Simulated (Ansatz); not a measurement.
F₂Si, charge -1, doublet, at a GFN2-xTB geometry (a state made from the parent by changing its charge; the spin is typed, not shown lowest) (a gas-phase anion, which may not be bound at this level). Base run: HF/3-21G (Ansatz, an electronic-structure program).

Here is a job for Ansatz.
Ansatz 0.2 input:
```yaml
crystal:
  periodic: [false, false, false]
  atoms:
    - {symbol: Si, position_ang: [-0.04213560, -0.02012493, 0.71616938]}
    - {symbol: F, position_ang: [1.18435672, -0.74997636, -0.51078231]}
    - {symbol: F, position_ang: [-1.11881245, 0.78128181, -0.60325896]}
basis:
  gaussian:
    orbitals: 3-21G.json
hamiltonian:
  xc: hf
total_charge: -1
magnetization: {spin_polarized: true, initial_magnetization: 1}
```
The basis file holds 3-21G in the JSON format of the Basis Set Exchange.

The base run was repeated with changes; each row names its change, and settings that it needs were set with it.

```csv
change,ΔE vs base (mEh)
base,0.000
"point_charge = charge:1.0 position_ang:-3.1416, 0.1356, -3.2702",-123.8
lower_state_search = off,0.000
nuclear_model = gaussian,0.168
fitting.mean_field = def2-universal-JKFIT,0.251
"point_charge = charge:0.5 position_ang:-3.4835, -2.7336, -0.4461",-57.152
accuracy = high,-0.015
fitting.mean_field = cc-pVTZ-JKFIT,-0.109
lower_state_search = full,0.000
"point_charge = charge:-1.0 position_ang:-1.7115, -2.9905, 2.6708",114.2
forces = on,0.000
```

A gas-phase anion may not be bound at this level; its values then depend on the basis.
